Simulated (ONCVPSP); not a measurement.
# Before and after: ONCV potential for Hf (Z = 72)

| Item | Value |
| --- | --- |
| Element | Hf |
| Generator | ONCVPSP 4.0.1 |
| Type | optimised norm-conserving Vanderbilt (ONCV) |
| Functional | PBE |
| Relativity | scalar-relativistic |
| Frozen core | [Kr] 4d10 4f14 |
| Valence charge | 12 |
| Reference configuration | 5s2 5p6 5d2 6s1 (charge +1) |
| Partial waves | 5s+6s: rc 1.70 bohr, ncon 4, nbas 9, qcut 6.4 1/bohr, 2 projectors; 5p: rc 1.75 bohr, ncon 4, nbas 8, qcut 8.1 1/bohr, 2 projectors, debl 3.7 Ha; 5d: rc 3.10 bohr, ncon 4, nbas 9, qcut 4.7 1/bohr, 2 projectors, debl 1.3 Ha |
| Local potential | polynomial inside 1.25 bohr (lpopt 4, dvloc0 0 Ha) |
| Core correction | polynomial model core, fcfact 0.55 |

All-electron outer shells of the reference configuration (PBE, scalar-relativistic, ld1.x):

| shell | level (eV) | outermost node (bohr) | outermost maximum (bohr) |
| --- | --- | --- | --- |
| 5s | -73.94 | 0.55 | 1.01 |
| 5p | -42.51 | 0.60 | 1.16 |
| 4f | -23.76 | – | 0.45 |
| 6s | -10.97 | 1.36 | 2.78 |
| 5d | -9.21 | 0.67 | 1.67 |

Change: p: qcut 6.1.

Cutoffs: the cutoffs (Ha) at which the residual kinetic energy of the hardest occupied pseudo-wave falls to 1 and 0.1 mHa per electron; they do not see the model core or the augmentation charge, which bear on the density cutoff. Errors are all-electron minus pseudo energies relative to the spin-unpolarised reference configuration.

What does the change do?

The potential gets softer (21 Ha and 25 Ha → 16 Ha and 19 Ha); the errors of the 4 common tests hardly move; neither file shows a bound ghost. The waves are optimised to have the least kinetic energy above qcut, so the cutoff follows it (qcut²/2 in Ha).

| quantity | base | changed |
| --- | --- | --- |
| cutoff, loose | 21 Ha | 16 Ha |
| cutoff, tight | 25 Ha | 19 Ha |
| loose cutoff by channel | s 16 Ha, p 21 Ha, d 8.1 Ha | s 16 Ha, p 9.8 Ha, d 8.1 Ha |
| bound ghosts | none | none |
| GHOST(+) flags under 300 eV | s at 206.0 eV | s at 206.0 eV |
| error for 5s2 5p6 5d2 6s2, meV [ΔE -7.98 eV] | +1.0 | +1.1 |
| error for 5s2 5p6 5d2 6s0, meV [ΔE 14.18 eV] | -14 | -14 |
| error for 5s2 5p6 5d1 6s0, meV [ΔE 35.97 eV] | -11 | -11 |
| error for 5s2 5p6 5d2 6s1.5, meV [ΔE -4.72 eV] | +0.8 | +0.8 |
| s: phases at 1.73 bohr within 0.05 rad from the reference energy up to (Ha; the scan ends near 5) | to the end of the scan | to the end of the scan |
| p: phases at 1.78 bohr within 0.05 rad from the reference energy up to (Ha; the scan ends near 5) | to the end of the scan | to the end of the scan |
| d: phases at 3.14 bohr within 0.05 rad from the reference energy up to (Ha; the scan ends near 5) | 2.9 | 2.9 |
| rms error of d²Exc/dni dnj with the model core, mHa | 1.05 | 1.05 |
